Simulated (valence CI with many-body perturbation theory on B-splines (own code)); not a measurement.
**Au XLVII in brief**

Method: relativistic CI+MBPT: five valence electrons over a frozen Dirac-Fock core [Ar] 3d10, a basis of 9 s, 9 p, 8 d, 6 f, 3 g, 1 h functions for each j, with the one-electron correlation potential Σ1, the two-electron term Σ2, the three-electron term Σ3, Breit, model QED; selected CI, second order for the rest, scaled by the run's own slope (own B-spline code, finite nucleus).

The last digits are not significant, and no measured levels were compared; by estimate large intervals hold to a few tenths of a per cent, small ones and those within an open d or f shell to about a per cent. Among the levels kept, up to 680 cm⁻¹ of a level comes from second order outside the variational space, and about a tenth of that is noise between levels of different J, which matters for small intervals.

Levels are named by their leading jj configuration (3d3/2^4 stands for four electrons in 3d with j = 3/2), which in mixed levels can hold well under half, so a name can repeat and another be missing.

Rates and lifetimes use the calculated energies. Strong lines usually hold to 10 to 20 %, long lifetimes can be off by a factor of two.

(1) What is the ground level?

(2) What are the static dipole polarisabilities of the lowest levels?

(3) Name the longest-lived excited levels whose lifetime is computed, and their main decay.

(4) How well does LS coupling describe the low levels?

(5) Among levels below 3408.0 × 10³ cm⁻¹, which E1 lines absorb most strongly from the ground level?

(6) Where does the other parity begin?

(7) What is the ionisation energy?

## Answers

(1) (4s^2 4p1/2^2 4p3/2) J=3/2, composition 47 % 4s2.4p3 2P° + 27 % 4s2.4p3 2D° + 25 % 4s2.4p3 4S°, g = 1.355.

(2) (4s^2 4p1/2^2 4p3/2) J=3/2 0.0244 (tensor 0.0016) bohr³, of which the core gives 0.00150.

(3) (4s^2 4p1/2 4p3/2 4d5/2) J=9/2 at 2702.7 × 10³ cm⁻¹ lives 1.75 μs, mostly by E2 to (4s^2 4p1/2^2 4d5/2) J=5/2; (4s^2 4p1/2 4p3/2^2) J=5/2 at 1086.0 × 10³ cm⁻¹ lives 218 ns, mostly by M1 to (4s^2 4p1/2^2 4p3/2) J=3/2; (4s^2 4p1/2 4p3/2^2) J=1/2 at 1147.1 × 10³ cm⁻¹ lives 74.2 ns, mostly by M1 to (4s^2 4p1/2^2 4p3/2) J=3/2.

(4) Among the lowest 20 levels the leading LS term, summed over configurations, holds 54 % on average. For single configurations the figures are 53 % in LS and 95 % in jj coupling. Terms mix most in the J = 5/2 level at 1669.8 × 10³ cm⁻¹, where the leading one holds 32 %.

(5) to (4s^2 4p1/2 4p3/2 4d3/2) J=5/2 at 3.851 nm, f = 0.761; to (4s^2 4p1/2 4p3/2 4d3/2) J=3/2 at 3.832 nm, f = 0.653; to (4s 4p1/2^2 4p3/2^2) J=3/2 at 4.795 nm, f = 0.273.

(6) At (4s^2 4p1/2^2 4d3/2) J=3/2, 1386.9 × 10³ cm⁻¹.

(7) 2445.2 eV; NIST lists 2443 ± 4 eV (theoretical).
